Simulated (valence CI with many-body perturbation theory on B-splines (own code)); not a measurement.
Results of a calculation; reference values are marked as such.
## Energy levels of Ba50+

Level of theory: relativistic CI+MBPT: four valence electrons over a frozen Dirac-Fock core [He], a basis of 11 s, 11 p, 9 d, 7 f, 5 g, 2 h, 1 i functions for each j, with the one-electron correlation potential Σ1 (screened to all orders), the two-electron term Σ2, the three-electron term Σ3, Breit, model QED; selected single and double excitations, second order for the rest (own B-spline code, finite nucleus).

No measured spectrum was set against this ion. As an estimate, large intervals hold to a few tenths of a per cent, small ones and those within an open d or f shell to about a per cent. Among the levels kept, up to 290 cm⁻¹ of a level comes from second order outside the variational space, and about a tenth of that is noise between levels of different J, which matters for small intervals.

Levels 91 to 116 of 116, with energies above the lowest level, (2s^2 2p1/2^2) J=0. "Leading %" is the weight of the configuration and term that name the level; weights of strongly mixed levels are sums over their largest components and can fall short. In the jj column 3d3/2^4 stands for four electrons in 3d with j = 3/2.

```
No.  Configuration  Term  J  E (Ry)  Leading %    Second component      g                   Leading jj
 91      2s 2p2 3p   1D°  2  462.90         34  32 % 2s 2p2 3p 3D°  1.171  2s 2p1/2 2p3/2 3p3/2 (91 %)
 92      2s 2p2 3p   3P°  0  462.93         81  18 % 2s 2p2 3p 1S°         2s 2p1/2 2p3/2 3p3/2 (99 %)
 93      2s 2p2 3d    3D  2  463.18         33   26 % 2s 2p2 3d 5D  1.317  2s 2p1/2 2p3/2 3d3/2 (81 %)
 94      2s 2p2 3d    5P  2  463.29         31   30 % 2s 2p2 3d 3F  1.298  2s 2p1/2 2p3/2 3d5/2 (82 %)
 95      2s 2p2 3d    5P  1  463.46         32   26 % 2s 2p2 3d 3P  1.800  2s 2p1/2 2p3/2 3d3/2 (92 %)
 96      2s 2p2 3p   3P°  1  463.46         52  24 % 2s 2p2 3p 1P°  1.200  2s 2p1/2 2p3/2 3p3/2 (98 %)
 97         2p3 3s   3P°  2  463.84         28     18 % 2p3 3s 5S°  1.400      2p1/2^2 2p3/2 3s (60 %)
 98      2s 2p2 3d    3F  3  463.96         47   14 % 2s 2p2 3d 3D  1.248  2s 2p1/2 2p3/2 3d5/2 (75 %)
 99      2s 2p2 3d    3D  1  464.25         32   19 % 2s 2p2 3d 3P  1.049  2s 2p1/2 2p3/2 3d5/2 (89 %)
100      2s 2p2 3d    3G  5  464.36         57   43 % 2s 2p2 3d 5F  1.271  2s 2p1/2 2p3/2 3d5/2 (99 %)
101         2p3 3s   1P°  1  464.37         19     19 % 2p3 3s 3D°  1.228      2p1/2^2 2p3/2 3s (64 %)
102      2s 2p2 3d    3F  2  465.31         48   38 % 2s 2p2 3d 3P  1.065  2s 2p1/2 2p3/2 3d5/2 (52 %)
103      2s 2p2 3d    3D  3  465.73         47   28 % 2s 2p2 3d 1F  1.210  2s 2p1/2 2p3/2 3d5/2 (86 %)
104      2s 2p2 3d    3F  4  466.19         55   27 % 2s 2p2 3d 1G  1.194  2s 2p1/2 2p3/2 3d5/2 (90 %)
105      2s 2p2 3d    3G  3  466.22         49   19 % 2s 2p2 3d 3F  0.938  2s 2p1/2 2p3/2 3d3/2 (89 %)
106      2s 2p2 3d    3D  1  466.42         57   10 % 2s 2p2 3d 3S  0.911  2s 2p1/2 2p3/2 3d5/2 (71 %)
107      2s 2p2 3d    3F  2  466.67         20      10 % 2p3 3p 3D  1.080  2s 2p1/2 2p3/2 3d3/2 (47 %)
108      2s 2p2 3d    3D  1  466.69         59   15 % 2s 2p2 3d 1P  0.680  2s 2p1/2 2p3/2 3d3/2 (90 %)
109      2s 2p2 3d    1D  2  467.06         40   21 % 2s 2p2 3d 3D  1.010  2s 2p1/2 2p3/2 3d3/2 (45 %)
110      2s 2p2 3d    3P  0  467.06         81   16 % 2s 2p2 3d 1S         2s 2p1/2 2p3/2 3d5/2 (89 %)
111         2p3 3p    5P  1  467.32         17      16 % 2p3 3p 3P  1.401   2p1/2^2 2p3/2 3p1/2 (73 %)
112      2s 2p2 3d    1P  1  468.13         43   16 % 2s 2p2 3d 3D  1.049  2s 2p1/2 2p3/2 3d3/2 (70 %)
113      2s 2p2 3d    1D  2  468.23         20   12 % 2s 2p2 3d 3F  1.076  2s 2p1/2 2p3/2 3d3/2 (58 %)
114      2s 2p2 3d    3P  0  468.25         55   43 % 2s 2p2 3d 1S         2s 2p1/2 2p3/2 3d3/2 (90 %)
115      2s 2p2 3d    3D  3  468.73         41   28 % 2s 2p2 3d 3F  1.225  2s 2p1/2 2p3/2 3d5/2 (97 %)
116      2s 2p2 3d    3F  4  469.02         42   33 % 2s 2p2 3d 3G  1.113  2s 2p1/2 2p3/2 3d5/2 (99 %)
```

Where two levels of one J and parity lie close, their mixing, g and order are uncertain.
